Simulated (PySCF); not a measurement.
## Computed structure and properties of HgBr2

System: HgBr2 (singlet); start: template (C2v). Method: PySCF 2.14.0, RKS PBE0, Hg def2-SVP with ECP60, Br def2-SVP; non-relativistic Hamiltonian with scalar-relativistic core potentials where named; density fitting; no spin-orbit coupling.

Input of the relaxation:

```python
mol = gto.M(atom='''
Hg     0.00000     0.00000    -0.42994
Br     2.19010    -0.00000     0.55016
Br    -2.19010     0.00000     0.55016''',
    basis={'Hg': 'def2-SVP', 'Br': 'def2-SVP'},
    ecp={'Hg': 'def2-SVP'},
    charge=0, spin=0)
mf = dft.RKS(mol, xc='PBE0')
mf.grids.atom_grid = (50, 194)
mf = mf.density_fit()  # fitting sets: Hg def2-universal-JKFIT, Br def2-universal-JKFIT
mf.conv_tol = 1e-08; mf.max_cycle = 55
mf.kernel(dm0)  # dm0: converged density of the start geometry
# quasi-Newton relaxation in Cartesian coordinates to a largest gradient under 0.00045 Eh/bohr, steps kept in the point group
```

Run from Python with OMP_NUM_THREADS=2; the lines above give its settings. Where DIIS fails, smearing, a level shift and second-order steps follow.
It took 26 s on 2 threads of Arm Neoverse V1, with other jobs on the host, from the converged density of the start.

Course of the relaxation:

```json
{"step": "0", "energy above end (eV)": "0.7209", "largest force component within the symmetry (eV/Å)": "0.973"}
{"step": "1", "energy above end (eV)": "0.4177", "largest force component within the symmetry (eV/Å)": "0.913"}
{"step": "2", "energy above end (eV)": "0.1821", "largest force component within the symmetry (eV/Å)": "0.842"}
{"step": "3", "energy above end (eV)": "0.1171", "largest force component within the symmetry (eV/Å)": "0.773"}
{"step": "4", "energy above end (eV)": "0.0104", "largest force component within the symmetry (eV/Å)": "0.161"}
{"step": "5", "energy above end (eV)": "0.0009", "largest force component within the symmetry (eV/Å)": "0.112"}
{"step": "6", "energy above end (eV)": "0.0000", "largest force component within the symmetry (eV/Å)": "0.018"}
{"step": "7", "energy above end (eV)": "0.0000", "largest force component within the symmetry (eV/Å)": "0.000"}
```

Relaxed geometry (D∞h):

```xyz
3

Hg    0.0000    0.0000    0.2233
Br    2.4120    0.0000    0.2235
Br   -2.4120    0.0000    0.2235
```

```tsv
contact	Å
Hg1–Br2 (Br)	2.412
Hg1–Br3 (Br)	2.412
```

On the finer grid (75, 302):

| Item | Value |
| --- | --- |
| HOMO | -8.29 eV |
| LUMO | -2.58 eV |
| Dipole about the centre of mass | 0.00 D |
| Set of Mulliken populations of Hg1 outside the core potential | s 3.14, p 6.36, d 9.96, f 0.01 |
| D3(BJ) dispersion energy (not in the energies) | -0.082 eV |

| atom | Mulliken (e) | Löwdin (e) | spin (e) |
| --- | --- | --- | --- |
| Hg1 | 0.53 | 0.14 | 0.00 |
| Br2 | -0.27 | -0.07 | 0.00 |
| Br3 | -0.27 | -0.07 | 0.00 |

On the grid (50, 194), as all that follows. Harmonic modes: a minimum; lowest 63 cm⁻¹ (negative: unstable), highest 283 cm⁻¹, zero-point energy 0.039 eV.

Taking off one Br (charge -1, singlet; the rest: singlet) in vacuum, both parts rigid, costs 9.40 eV; the small basis without counterpoise inflates it. Most of it is the attraction of opposite charges; other ways to part are cheaper, and one spin state was tried for the rest.

Rigid scan of Br along the line from its metal:

```json
{"distance to Br2 (Å)": "2.11", "energy (eV)": "0.971"}
{"distance to Br2 (Å)": "2.21", "energy (eV)": "0.370"}
{"distance to Br2 (Å)": "2.31", "energy (eV)": "0.080"}
{"distance to Br2 (Å)": "2.41", "energy (eV)": "0.000"}
{"distance to Br2 (Å)": "2.51", "energy (eV)": "0.056"}
{"distance to Br2 (Å)": "2.61", "energy (eV)": "0.201"}
{"distance to Br2 (Å)": "2.81", "energy (eV)": "0.629"}
{"distance to Br2 (Å)": "3.11", "energy (eV)": "1.367"}
{"distance to Br2 (Å)": "3.51", "energy (eV)": "2.245"}
{"distance to Br2 (Å)": "4.01", "energy (eV)": "3.041"}
```

One start shape was tried, so this needn't be the lowest isomer.
